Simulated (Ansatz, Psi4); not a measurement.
## NaI (Sodium Iodide): the vertical energy of the triplet above the singlet from total energies

NaI: 2 atoms, total charge 0, spin state singlet. As SMILES, `[Na][I]`. The shape is that of a PBE0-D4/def2-TZVP optimisation.

```xyz
2

Na    0.0000    0.0000    0.0443
I     0.0000    0.0000    2.7588
```

Both states at this one shape; open shells run unrestricted unless said. 1 Eh = 27.2114 eV.

| level | program | singlet NaI (Eh) | triplet NaI (Eh) |
| --- | --- | --- | --- |
| PBE0/def2-TZVP (core potential) | Psi4 | -459.987160 | -459.852430 |
| PBE-QIDH/def2-TZVP (core potential), 5 core orbitals frozen | Ansatz | -459.800195 | -459.661506 |

Work out the vertical gap, second state less first, at each level.


1. PBE0/def2-TZVP (core potential): -459.852430 − (-459.987160) = 0.134730 Eh = 3.67 eV.
2. PBE-QIDH/def2-TZVP (core potential): -459.661506 − (-459.800195) = 0.138689 Eh = 3.77 eV.

No measured value is set beside it here; the levels span 3.67 to 3.77 eV. Spin-orbit coupling is left out.
